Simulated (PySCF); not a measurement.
A run for PySCF: D3(BJ) and D4 dispersion corrections on HCl (SMILES Cl).

```python
from pyscf import gto
from pyscf.dispersion import dftd3, dftd4

mol = gto.M(
    atom='''
    Cl   -0.00000000   -0.00000000    0.64100645
    H     0.00000000    0.00000000   -0.64100645
    ''',
    basis='def2-svp',
    charge=0, spin=0, verbose=0, max_memory=1800)
d3, d4 = {}, {}
for xc in ['hf', 'pbe', 'blyp', 'revpbe', 'tpss', 'r2scan', 'b3lyp', 'pbe0', 'bhlyp', 'camb3lyp', 'b2plyp']:
    d3[xc] = float(dftd3.DFTD3Dispersion(mol, xc=xc, version='d3bj', atm=False).get_dispersion()['energy'])
    print(f'D3(BJ) {xc:10s} {d3[xc]:14.8f} Eh')
for xc in ['hf', 'pbe', 'blyp', 'revpbe', 'tpss', 'r2scan', 'b3lyp', 'pbe0', 'bhlyp', 'camb3lyp', 'b2plyp']:
    d4[xc] = float(dftd4.DFTD4Dispersion(mol, xc={'camb3lyp': 'cam-b3lyp'}.get(xc, xc), atm=True).get_dispersion()['energy'])
    print(f'D4     {xc:10s} {d4[xc]:14.8f} Eh')
```

Output:

```
D3(BJ) hf            -0.00407561 Eh
D3(BJ) pbe           -0.00032222 Eh
D3(BJ) blyp          -0.00069566 Eh
D3(BJ) revpbe        -0.00089935 Eh
D3(BJ) tpss          -0.00039380 Eh
D3(BJ) r2scan        -0.00007655 Eh
D3(BJ) b3lyp         -0.00056201 Eh
D3(BJ) pbe0          -0.00026233 Eh
D3(BJ) bhlyp         -0.00042957 Eh
D3(BJ) camb3lyp      -0.00022033 Eh
D3(BJ) b2plyp        -0.00024655 Eh
D4     hf            -0.00096014 Eh
D4     pbe           -0.00020816 Eh
D4     blyp          -0.00049598 Eh
D4     revpbe        -0.00085291 Eh
D4     tpss          -0.00028395 Eh
D4     r2scan        -0.00004655 Eh
D4     b3lyp         -0.00033778 Eh
D4     pbe0          -0.00016833 Eh
D4     bhlyp         -0.00022232 Eh
D4     camb3lyp      -0.00016479 Eh
D4     b2plyp        -0.00014225 Eh
```

The run finished.

Cost: around 0.010 core-seconds (rough).
